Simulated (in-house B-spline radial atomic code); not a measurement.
A fraction x of an electron is removed from 4d in the ruthenium ion Ru⁵⁺, starting from [Kr] 4d3 and keeping the highest spin. Method: scalar-relativistic (X2C) PBEsol, spin-polarised, spherical fractional occupations, Fermi nucleus of rms radius 4.4809 fm. Calculated with an all-electron radial atomic-structure program (B-spline basis).

```json
{"x": "0", "E(x) - E(0) (eV)": "0.0000", "4d up level (eV)": "-68.753"}
{"x": "0.03", "E(x) - E(0) (eV)": "2.0697", "4d up level (eV)": "-69.231"}
{"x": "0.23", "E(x) - E(0) (eV)": "16.2360", "4d up level (eV)": "-72.438"}
{"x": "0.37", "E(x) - E(0) (eV)": "26.5357", "4d up level (eV)": "-74.703"}
{"x": "0.39", "E(x) - E(0) (eV)": "28.0330", "4d up level (eV)": "-75.028"}
{"x": "0.5", "E(x) - E(0) (eV)": "36.3847", "4d up level (eV)": "-76.822"}
{"x": "0.61", "E(x) - E(0) (eV)": "44.9342", "4d up level (eV)": "-78.626"}
{"x": "0.75", "E(x) - E(0) (eV)": "56.1033", "4d up level (eV)": "-80.936"}
{"x": "0.79", "E(x) - E(0) (eV)": "59.3540", "4d up level (eV)": "-81.599"}
{"x": "0.91", "E(x) - E(0) (eV)": "69.2655", "4d up level (eV)": "-83.595"}
{"x": "1", "E(x) - E(0) (eV)": "76.8567", "4d up level (eV)": "-85.100"}
```

The exact functional would give a straight line between the two integer points. Deviations E(x) - E(0) - x[E(1) - E(0)], in eV: -0.236 at x = 0.03, -1.441 at x = 0.23, -1.901 at x = 0.37, -1.941 at x = 0.39, -2.044 at x = 0.5, -1.948 at x = 0.61, -1.539 at x = 0.75, -1.363 at x = 0.79, -0.674 at x = 0.91.

The curve lies below the straight line by up to 2.044 eV (at x = 0.5): convex, the delocalisation error that favours fractional charges.

Problem. How well does Slater's transition state (minus the level at half occupation) give the ionisation energy?

Solution. It gives 76.822 eV against 76.857 eV from the two total energies; NIST lists 76.00 eV, ground level to ground level.
